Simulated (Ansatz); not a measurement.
Consider the ligand exchange at the Si–S bond: `[SiH3][S][AlH][SH]` + `[NH2][Al]([NH2])[F]` → `[NH2][Al]([F])[NH][SiH3]` + `[SH][AlH][SH]`.

Gas-phase electronic energies from Ansatz, PBE0-D4/def2-TZVP geometries. CBS: MP2 limit from def2 TZ/QZ plus the TZ coupled-cluster correction, frozen cores. This one scheme is used for every species. One conformer a species, not always the lowest.

`[SiH3][S][AlH][SH]`:

Cartesian coordinates in Å:
```
Si -1.204 0.296 -0.957
S -0.009 1.717 0.097
Al 1.455 0.451 1.102
S 1.394 -1.727 1.082
H -2.271 1.066 -1.638
H -1.820 -0.689 -0.030
H -0.399 -0.446 -1.961
H 2.624 1.152 1.886
H 0.229 -1.821 0.418
```

`[NH2][Al]([NH2])[F]`:

```xyz
8

N    -1.012   -1.010    0.664
Al   -0.097    0.446    0.299
N     1.113    0.548   -0.973
F    -0.390    1.796    1.204
H    -1.704   -1.070    1.392
H    -0.926   -1.891    0.188
H     1.380   -0.200   -1.589
H     1.637    1.381   -1.183
```

`[NH2][Al]([F])[NH][SiH3]`:

```xyz
11

N     1.777   -0.329    1.146
Al    1.299    0.358   -0.395
F     2.458    0.984   -1.389
N    -0.385    0.415   -0.950
Si   -1.804   -0.153   -0.160
H     2.725   -0.373    1.479
H     1.144   -0.731    1.817
H    -0.537    0.837   -1.857
H    -2.508   -1.213   -0.935
H    -1.378   -0.727    1.146
H    -2.791    0.933    0.099
```

`[SH][AlH][SH]`:

Cartesian coordinates in Å:
```
S -0.533 -1.146 1.689
Al -0.097 0.068 -0.066
S 1.986 0.123 -0.699
H -1.842 -0.847 1.638
H -1.223 0.861 -0.832
H 1.708 0.941 -1.729
```

| species | CCSD(T)/CBS(def2) energy (Eh) |
| --- | --- |
| `[SiH3][S][AlH][SH]` | -1329.75661 |
| `[NH2][Al]([NH2])[F]` | -453.78851 |
| `[NH2][Al]([F])[NH][SiH3]` | -744.09020 |
| `[SH][AlH][SH]` | -1039.45300 |

**Question.** Work out ΔE.

**Answer.** ΔE = (-744.09020) + (-1039.45300) − (-1329.75661) − (-453.78851) = 0.00192 Eh = +1.2 kcal/mol.

Largest T1 diagnostic among the species: 0.012.

In def2-TZVPP, CCSD(T) changes the Hartree–Fock value by +2.0 kcal/mol (the triples alone add +0.5 kcal/mol) and MP2 by +2.9 kcal/mol. The D4 term adds +1.1 kcal/mol with B3LYP and +0.6 kcal/mol with PBE0; it sums over pairs of atoms, weighted by their polarisabilities, and B3LYP, whose exchange is more repulsive, gets the larger term.

B3LYP here is the variant with VWN-RPA as its local correlation; programs differ in this.
